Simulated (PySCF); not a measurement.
**Exercise with solution: refractive index and permittivity of the vapour**

BGe2H7, SMILES [GeH3][BH][GeH3].

Coordinates come from a B3LYP-D3(BJ)/def2-SVP optimisation. The structure was generated by enumeration, and PubChem lists no compound with its InChIKey, so it may never have been made.

PBE/def2-TZVP in PySCF gives a mean static polarisability of 86.0 bohr³ and a dipole moment of 0.39 D. Take an ideal gas at 298.15 K and 1 bar, whether or not the substance is that volatile.

Task: Work out n − 1 in the optical limit and the static ε − 1.

Result: 
Polarisability volume α' = 86.0 × 0.148185 = 12.74 Å³. Number density N = p/kT = 2.43e-5 Å⁻³.
Dilute limit of Lorentz–Lorenz: n − 1 = 2π N α' = 0.0019.
Orientation term of Debye: μ²/(3kT) = 8.098 Å³ × μ²(D²) = 1.23 Å³.
ε − 1 = 4π N (α' + μ²/3kT) = 0.0043. Orientation of the dipole supplies 9 % of the static response; it can't follow optical fields. Vibrational polarisation and dispersion are left out.
